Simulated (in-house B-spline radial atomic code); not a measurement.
The chlorine ion Cl³⁺ is squeezed into an impenetrable sphere of radius R (the orbitals vanish at R). Method: Dirac-Kohn-Sham LDA VWN5, spherical fractional occupations, Fermi nucleus of rms radius 3.3654 fm. Calculated with a radial B-spline atomic code at the basis-set limit.

Energies in eV above the free ion in [Ne] 3s2 3p2:

| R (bohr) | highest level (eV) | [Ne] 3s2 3p2 | [Ne] 3s2 3p1 3d1 | [He] 2s2 2p5 3s2 3p2 3d1 |
| --- | --- | --- | --- | --- |
| 9.38 | -45.2 | 0 | 19.12 | 223 |
| 5.61 | -45.2 | 0.002571 | 19.15 | 223.1 |
| 4.81 | -45.1 | 0.02933 | 19.27 | 223.1 |
| 4.16 | -44.9 | 0.199 | 19.69 | 223.4 |
| 3.38 | -43.7 | 1.796 | 22.1 | 225.4 |
| 2.99 | -41.7 | 5.165 | 26.22 | 229.3 |
| 2.57 | -36.8 | 15.67 | 37.7 | 241 |
| 2.09 | -21.8 | 54.75 | 77.05 | 284.1 |
| 1.97 | -14.8 | 75.01 | 96.76 | 306.5 |
| 1.6 | 25.2 | 203.3 | 218.2 | 448.5 |

**Question.** Does [Ne] 3s2 3p1 3d1 fall below [Ne] 3s2 3p2 under compression?

**Answer.** No, it stays above over the whole range.

**Question.** Does [He] 2s2 2p5 3s2 3p2 3d1 fall below [Ne] 3s2 3p2 under compression?

**Answer.** No, it stays above over the whole range.

The highest level is first positive in the row R = 1.6 bohr, pushed up by confinement above the zero of the free ion's potential. Each configuration is held fixed and needn't be the lowest in the sphere.
